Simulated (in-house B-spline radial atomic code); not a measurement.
Values are calculated unless marked as measured or tabulated.
**Correlation energy from the adiabatic connection: −V exp(−r²/w²), V = 0.34, w = 10.9**

Two electrons in a singlet, external potential −V exp(−r²/w²), V = 0.34, w = 10.9 (atomic units). Full CI in B-splines (partial waves to l = 8, correlation up to 0.6 % small) with the density held fixed gives W(λ) = <V_ee>_λ − U, and E_c is the integral of W(λ) − W(0) from 0 to 1.

```tsv
λ	W(λ) − W(0) (hartree)
0	0.00000
0.02	-0.00197
0.05	-0.00472
0.12	-0.01029
0.25	-0.01819
0.4	-0.02467
0.6	-0.03066
0.8	-0.03486
1	-0.03798
```

Question: Integrate the table by the trapezoid rule.

Answer: The strips give -0.00002, -0.00010, -0.00053, -0.00185, -0.00321, -0.00553, -0.00655, -0.00728, which sum to -0.02508 hartree. The direct value, W(1) − W(0) + T_c with T_c = 0.01276, is -0.02522; the curve is convex, so chords lie above it and the trapezoids fall short in size by 0.55 %.

Question: Now use only three numbers: W(0) = -0.15908, the initial slope W'(0) = -0.1015 (extrapolated from the first points) and the strong-coupling limit of the point-charge-plus-continuum model, W∞ = -0.21816. What do second-order theory and the interpolation W(λ) = W∞ + (W(0) − W∞)/√(1 + 2χλ) of Seidl, Perdew and Levy give?

Answer: Second order keeps the slope alone: E_c = W'(0)/2 = -0.05075, +101 % in size against -0.02522. Matching the slope fixes χ = W'(0)/(W∞ − W(0)) = -0.1015/(-0.05908) = 1.71801. Integrating, with s = √(1 + 2χ) = 2.106186, E_c = −(W(0) − W∞)(s − 1)/(s + 1) = −0.05908 × 1.106186/3.106186 = -0.02104 hartree, -16.6 % in size against the full result. At λ = 1 the formula gives W − W(0) = -0.03103 against -0.03798. Part of the miss can come from the model's W∞.
